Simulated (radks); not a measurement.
Task: These are the eigenvalues of the occupied orbitals of an atom or ion with whole-number occupations (eV). All-electron calculation, Dirac Kohn-Sham, PBE, spin-unpolarised, spherical densities, finite nucleus; Fermi nuclear charge, rms radius of each element as measured or else 0.836 A^(1/3) + 0.57 fm. Program: a radial shooting solver on a logarithmic mesh with Libxc functionals.

1s1/2: -80609.58
2s1/2: -14212.18
2p1/2: -13632.82
2p3/2: -11797.36
3s1/2: -3354.110
3p1/2: -3092.627
3p3/2: -2687.601
3d3/2: -2251.922
3d5/2: -2164.865
4s1/2: -727.9242
4p1/2: -616.2074
4p3/2: -519.0857
4d3/2: -335.9395
4d5/2: -317.8501
5s1/2: -108.0313
4f5/2: -83.0316
4f7/2: -79.2203
5p1/2: -71.8193
5p3/2: -55.3511
5d3/2: -7.8394
5d5/2: -6.3138
6s1/2: -5.7747

Which element is it, and in what charge state? The configuration may be excited. Open shells, if any, are shared by 2j + 1.

Result: Z = 79, gold, charge 0: Au in [Xe] 4f14 5d10 6s1. The list shows which subshells hold electrons but not how many an open one holds; the 1s level, -2962.3 hartree, gives Z - s = 77.0 by -(Z - s)^2/2, which with screening and relativity narrows Z to a few neighbours, and the depths of the outer levels then fix element, charge and occupations together.
